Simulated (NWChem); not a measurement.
System meant: Si$_{2}$H$_{5}$O$_{2}$F; SMILES O[SiH2][Si@@H](O)F

The following NWChem deck was run.

```
start job
memory heap 200 mb stack 900 mb global 1100 mb
geometry units angstroms noautoz
  O      0.895321    -2.154254     0.317596
  Si    -0.623486    -1.425198     0.198716
  Si    -0.081002     0.765676    -0.466716
  O     -0.735427     1.873506     0.598483
  F      1.573087     0.710616    -0.292398
  H      1.604641    -1.483343     0.280136
  H     -1.367398    -1.418446     1.508662
  H     -1.462897    -2.156732    -0.812332
  H     -0.306067     1.198950    -1.891949
  H     -0.635088     2.812197     0.359172
end
basis spherical
  O library def2-svp
  Si library def2-svp
  F library def2-svp
  H library def2-svp
end
dft
  xc pbe0
  iterations 4
  mulliken
end
task dft energy
```

End of the output:

```
    Atom       Charge   Shell Charges
 -----------   ------   -------------------------------------------------------
    1 O    8     8.25   1.97  0.89  0.61  2.71  2.06  0.01
    2 Si  14    13.62   2.00  1.93  0.68  0.36  5.82  1.29  1.15  0.40
    3 Si  14    13.54   2.00  1.93  0.67  0.35  5.81  1.22  0.97  0.60
    4 O    8     8.23   1.97  0.88  0.61  2.70  2.05  0.01
    5 F    9     9.25   1.98  1.02  0.78  3.21  2.25  0.00
    6 H    1     0.91   0.54  0.19  0.18
    7 H    1     1.09   0.64  0.43  0.02
    8 H    1     1.10   0.64  0.43  0.02
    9 H    1     1.11   0.65  0.44  0.02
   10 H    1     0.90   0.55  0.17  0.18

 center of mass
 --------------
 x =   0.06497836 y =   0.01946935 z =   0.02066288

 moments of inertia (a.u.)
 ------------------
         895.140051820664           0.000000000000          -0.000000000000
           0.000000000000         382.194975439587          -0.000000000000
          -0.000000000000          -0.000000000000        1145.143778074560

     Multipole analysis of the density
     ---------------------------------

     L   x y z        total         alpha         beta         nuclear
     -   - - -        -----         -----         ----         -------
     0   0 0 0      0.000000    -29.000000    -29.000000     58.000000

     1   1 0 0     -0.249216     -0.124608     -0.124608     -0.000000
     1   0 1 0      1.001674      0.500837      0.500837      0.000000
     1   0 0 1     -0.358721     -0.179360     -0.179360      0.000000

     2   2 0 0    -33.883086   -100.463304   -100.463304    167.043521
     2   1 1 0     -0.054010      0.093040      0.093040     -0.240091
     2   1 0 1      1.068086      0.495688      0.495688      0.076710
     2   0 2 0    -31.209030   -238.601060   -238.601060    445.993091
     2   0 1 1     -0.262597      0.829751      0.829751     -1.922098
     2   0 0 2    -33.369433    -38.969701    -38.969701     44.569969

 ------------------------------------------------------------------------
 dft energy failed                                                                                  0
 ------------------------------------------------------------------------
 ------------------------------------------------------------------------
  current input line :
    26: task dft energy
 ------------------------------------------------------------------------
 ------------------------------------------------------------------------
 This type of error is most commonly associated with calculations not reaching convergence criteria
 ------------------------------------------------------------------------
 For more information see the NWChem manual at https://nwchemgit.github.io

0:dft energy failed:Received an Error in Communication
```

Task: What is wrong, and how is it mended?

Result: The run did not converge; its last values are not results. Cause: the SCF was allowed too few iterations. This input runs:
```
start job
memory heap 200 mb stack 900 mb global 1100 mb
geometry units angstroms noautoz
  O      0.895321    -2.154254     0.317596
  Si    -0.623486    -1.425198     0.198716
  Si    -0.081002     0.765676    -0.466716
  O     -0.735427     1.873506     0.598483
  F      1.573087     0.710616    -0.292398
  H      1.604641    -1.483343     0.280136
  H     -1.367398    -1.418446     1.508662
  H     -1.462897    -2.156732    -0.812332
  H     -0.306067     1.198950    -1.891949
  H     -0.635088     2.812197     0.359172
end
basis spherical
  O library def2-svp
  Si library def2-svp
  F library def2-svp
  H library def2-svp
end
dft
  xc pbe0
  iterations 150
  mulliken
end
task dft energy
```
It converges to -831.53116 Ha (PBE0/def2-SVP).
